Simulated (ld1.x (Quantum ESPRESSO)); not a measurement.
lead: excitation energies, all-electron against TM

| Item | Value |
| --- | --- |
| Element | lead |
| Generator | ld1.x (Quantum ESPRESSO) 7.5 |
| Type | norm-conserving Troullier–Martins (Kleinman–Bylander form) |
| Functional | Wu–Cohen |
| Relativity | scalar-relativistic |
| Frozen core | [Kr] 4d10 4f14 5s2 |
| Valence charge | 20 |
| Reference configuration | 5p6 5d10 6s2 6p0.5 (charge +1.5) |
| Partial waves | 6s (bound): rc 2.00 bohr; 5p (bound): rc 1.90 bohr; 5d (bound): rc 1.65 bohr |
| Local potential | the d channel |
| Core correction | Bessel-smoothed model core inside 0.95 bohr |

Occupied shells without a wave of their own: 6p. They enter only through the test configuration that unscreens the potential, and ld1.x also counts them in the model core charge.

Energies are relative to the spin-unpolarised reference configuration 5p6 5d10 6s2 6p0.5; without spin polarisation the order of configurations can differ from experiment.

ld1.x takes every shell without a wave as core, so the model core holds the 6p electrons as well and exchange and correlation see them twice. This cancels in the reference configuration, but the file is broken for other ones, and its errors say nothing about a proper core correction.

| valence configuration | charge | ΔE all-electron (eV) | error AE − PS (meV) |
| --- | --- | --- | --- |
| 5p6 5d10 6s2 6p2 | 0 | -12.405 | +75 |
| 5p6 5d10 6s2 6p1 | +1 | -5.813 | +63 |
| 5p6 5d10 6s2 6p0 | +2 | 7.634 | -108 |
| 5p6 5d10 6s1 6p3 | 0 | -3.627 | +165 |
| 5p6 5d10 6s2 6p1.5 | +0.5 | -9.906 | +86 |
| 5p6 5d10 6s1 6p0 | +3 | 40.141 | -233 |
| 5p6 5d9 6s2 6p3 | 0 | 6.847 | +213 |

Levels in the configuration 5p6 5d9 6s2 6p3:

```tsv
level	all-electron (eV)	pseudo (eV)
5p	-91.042	-90.714
5d	-25.462	-25.200
6s	-14.106	-13.843
6p	-4.565	-4.493
```

Note: ghost state, extra bound levels that the all-electron valence spectrum of the same l lacks: s at -110.6 eV. A true bound ghost makes a file unfit for plane-wave use.
